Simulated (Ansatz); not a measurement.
Basis sets compared for Ga₁₀As₉H₂₆⁻, a nanocrystal cut from wurtzite GaAs (hydrogen-capped). The state is a singlet with charge -1. Geometry PBE-D4/def2-SVP. Ansatz on 11 threads of AMD EPYC 7R13 on a shared host and a whole NVIDIA H100 80GB HBM3; times are rough, and most runs start from earlier orbitals.

Cartesian coordinates in Å:
```
Ga -0.9069 3.5933 2.4553
As -3.2382 2.7338 1.8152
Ga 2.7961 3.0518 1.2200
As 4.0110 0.9549 1.8950
As 0.4788 2.1434 1.0134
Ga 0.2633 -0.2313 1.6441
Ga -3.5946 0.8829 0.1807
As -2.0979 -0.8903 1.0280
Ga 4.1567 -1.0798 0.4227
As 1.7331 -1.6646 0.2773
Ga 1.6029 -4.0286 0.9811
Ga -2.3856 -2.7856 -0.5303
As -0.8519 -4.5122 0.4135
Ga -0.1295 2.5530 -1.3140
As -2.3716 1.5910 -1.8370
As 1.3914 0.9403 -2.4893
Ga 1.2180 -1.5331 -2.1043
Ga -2.4496 -0.0922 -3.6957
As -1.2107 -1.9288 -2.5185
H -0.7742 3.2280 3.9917
H -0.9137 5.0918 1.9351
H -4.0564 2.3450 3.0483
H -4.1609 3.8710 1.3710
H 2.8754 4.0933 2.4156
H 3.3758 3.4036 -0.2177
H 3.4571 0.5115 3.2467
H 5.4113 1.3184 2.4006
H 0.4377 -0.4751 3.2026
H -5.1140 0.4810 -0.0038
H -2.7744 -1.3630 2.3164
H 4.9518 -2.2135 1.1994
H 4.6705 -0.5253 -0.9757
H 1.6709 -4.1987 2.5553
H 2.4014 -4.9739 -0.0114
H -3.8690 -3.2966 -0.7368
H -1.6021 -5.1078 1.6067
H -0.9956 -5.7408 -0.4874
H 0.0311 4.0213 -1.8830
H -3.1762 2.7866 -2.3502
H 2.8085 1.3292 -2.0828
H 1.5057 1.2657 -3.9785
H 2.1297 -2.3423 -3.1139
H -3.9505 -0.5396 -3.9427
H -1.5227 0.4414 -4.8713
H -1.2319 -3.1093 -3.4912
```

The 6-31G sets use Cartesian d functions. B3LYP takes the VWN-RPA correlation. Single mean-field runs in 6-31G, def2-SVP, def2-TZVP are fitted with def2-universal-jkfit.

```json
{"level": "PBE-D4/def2-SVP", "functions": "738", "energy (Eh)": "-39376.8130", "HOMO (eV)": "-3.04", "LUMO (eV)": "0.62", "wall time": "4.2 s"}
{"level": "B3LYP-D4/6-31G", "functions": "603", "energy (Eh)": "-39381.9844", "HOMO (eV)": "-3.77", "LUMO (eV)": "1.27", "wall time": "4.7 s"}
{"level": "PBE0-D4/def2-SVP", "functions": "738", "energy (Eh)": "-39377.8522", "HOMO (eV)": "-3.99", "LUMO (eV)": "1.30", "wall time": "6.5 s"}
```

Q: Estimate the rows for PBE-D4/def2-TZVP, B3LYP-D4/def2-TZVP, PBE0-D4/def2-TZVP (with forces).

A: 
```
                          level  functions  energy (Eh)  HOMO (eV)  LUMO (eV)  wall time
               PBE-D4/def2-TZVP       1068  -39381.7827      -3.12       0.49        6 s
             B3LYP-D4/def2-TZVP       1068  -39388.7177      -3.85       1.04       10 s
PBE0-D4/def2-TZVP (with forces)       1068  -39382.8022      -4.03       1.19       15 s
```
